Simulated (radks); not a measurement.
Task: These are the eigenvalues of the occupied orbitals of an atom or ion with whole-number occupations (eV). All-electron calculation, scalar-relativistic Kohn-Sham, LB94 model potential, spin-polarised, spherical densities, finite nucleus; Fermi nuclear charge, rms radius of each element as measured or else 0.836 A^(1/3) + 0.57 fm. Program: a radial shooting solver on a logarithmic mesh with Libxc functionals.

1s down: -11833.77
1s up: -11833.77
2s up: -1535.401
2s down: -1535.364
2p up: -1353.332
2p down: -1353.270
3s up: -221.1840
3s down: -221.1101
3p up: -164.9251
3p down: -164.8835
3d down: -72.1809
3d up: -72.1316
4s down: -40.3477
4s up: -40.0510
4p up: -28.8123

Which element is it, and in what charge state? The configuration may be excited. Open shells, if any, are filled with parallel spins first.

Result: Z = 33, arsenic, charge +2: As2+ in [Ar] 3d10 4s2 4p1. The list shows which subshells hold electrons but not how many an open one holds; the 1s level, -434.88 hartree, gives Z - s = 29.5 by -(Z - s)^2/2, which with screening and relativity narrows Z to a few neighbours, and the depths of the outer levels then fix element, charge and occupations together.
